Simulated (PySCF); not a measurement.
A GIAO shielding run with PySCF 2.14.0 with density-fitted response routines (density fitting, non-relativistic, gas phase) on `C1CCC([C@H]2C[CH2][AlH][CH2]2)C1`, C$_{9}$H$_{17}$Al:

```
$ OMP_NUM_THREADS=1 python probes_run.py task.json out

{"job": {"kind": "nmr", "xc": "HF", "basis": "pcSseg-1", "pop": false}, "charge": 0, "multiplicity": 1}
C      2.808546    -0.194268    -0.996455
C      2.981973     0.309184     0.455690
C      1.560929     0.579715     0.975368
C      0.631590    -0.220182     0.057707
C     -0.836669     0.195029     0.122309
C     -1.714657    -0.588913    -0.874646
C     -3.198734    -0.188019    -0.777183
Al    -3.362725     0.112735     1.157906
C     -1.436028     0.088970     1.542233
C      1.314445    -0.057609    -1.302586
H      3.434967     0.354624    -1.715648
H      3.106513    -1.252193    -1.068834
H      3.484964    -0.452393     1.071076
H      3.609011     1.211880     0.509896
H      1.312854     1.651068     0.871372
H      1.437882     0.327115     2.038544
H      0.690550    -1.288994     0.348072
H     -0.880838     1.262036    -0.182418
H     -1.324609    -0.462734    -1.898430
H     -1.608075    -1.666128    -0.642182
H     -3.868119    -0.922134    -1.252201
H     -3.371075     0.766381    -1.311917
H     -4.630192     0.316117     2.102071
H     -1.166257    -0.894166     1.980164
H     -1.034500     0.847057     2.232016
H      1.089633     0.952058    -1.692197
H      0.969526    -0.778455    -2.058744
```

Hardware: 1 thread of an Arm Neoverse N1, shared host. The job also computes ring-centre shieldings.

Question: How large is the calculation?

Answer: 84 electrons, 262 basis functions and 1374 auxiliary functions.

Question: How long does it take, and how much memory does it need?

Answer: 68 s of wall time, with 9 SCF cycles and 7 response iterations; peak memory 1.2 GiB. Times on a shared host scatter by some tens of per cent.

Question: And these other runs on the same molecule and hardware: GIAO shielding at PBE0/pcSseg-1?

Answer: PBE0/pcSseg-1: 262 functions, 2.2 min.
